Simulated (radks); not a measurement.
Pr2+, configuration [Xe] 4f3. All-electron calculation, scalar-relativistic Kohn-Sham, LDA (Slater exchange, Perdew-Wang correlation), spin-polarised, spherical densities, finite nucleus; open shells are filled with parallel spins first (spin-orbit coupling, left out, can overturn this in heavy ions); Fermi nuclear charge, rms radius 4.8919 fm. Program: a radial shooting solver on a logarithmic mesh with Libxc functionals.

Normalised radial functions P(r) = r R(r), r in bohr:

```
   r/bohr * 4d down, o 4f up (the largest magnitude, 1.19, reaches the edge; | marks zero, & curves that meet)
 0.003445                             &
 0.005223                             &
 0.007981                             &
   0.0121                             &
  0.01834                             &
  0.02802                             o*
  0.04248                             o  *
  0.06491                             o     *
   0.0984                             |o          *
   0.1504                             |  o             *
   0.2279                             |      o   *
   0.3455                     *       |             o
    0.528  *                          |                   o
   0.8003   *                         |                    o
    1.223                 *           |               o
    1.854                           * |         o
    2.833                             *    o
    4.294                             *o
```

4d down: eigenvalue -121.78 eV, 1 radial node at r = 0.300 bohr, <r> = 0.728 bohr, 90 % of the charge inside 1.10 bohr. 4f up: eigenvalue -14.779 eV, 0 radial nodes, <r> = 1.13 bohr, 90 % of the charge inside 1.99 bohr.
